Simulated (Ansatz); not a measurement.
FH$_{4}$NO$_{2}$Si (`N[Si](O)(O)F`). The species carries charge 0 and has multiplicity 1. The geometry is a stationary point of PBE0-D4/def2-TZVP. It is one conformer, not always the lowest.

```xyz
9

N    -0.184   -1.282    0.590
Si    0.229    0.175   -0.158
O    -0.947    0.776   -1.115
O     0.580    1.361    0.897
F     1.510   -0.176   -1.039
H    -0.899   -1.320    1.297
H     0.520   -1.987    0.732
H    -1.302    0.192   -1.787
H     0.495    2.262    0.582
```

(1) What is the dipole moment at ωB97M-V/def2-TZVPP? (Estimate.)

(2) And with PBE, r2SCAN, B3LYP? (Best estimate.)

(3) Give the Mulliken charges with ωB97M-V, B3LYP, r2SCAN in def2-TZVPP. (Best estimate.)

## Answers

(1) Ansatz gave: 1.53 D, with components (-1.34, -0.71, 0.20) D in this frame, pointing from negative to positive charge.

(2) The calculation gave: PBE 1.51 D, r2SCAN 1.52 D, B3LYP 1.54 D.

(3) The calculation gave: 
```csv
atom,ωB97M-V,B3LYP,r2SCAN
N1,-0.37,-0.41,-0.45
Si2,0.82,0.84,0.85
O3,-0.38,-0.40,-0.42
O4,-0.37,-0.39,-0.41
F5,-0.32,-0.33,-0.32
H6,0.12,0.14,0.16
H7,0.13,0.15,0.17
H8,0.19,0.19,0.21
H9,0.19,0.20,0.21
```

B3LYP here is the variant with VWN-RPA as its local correlation; programs differ in this.
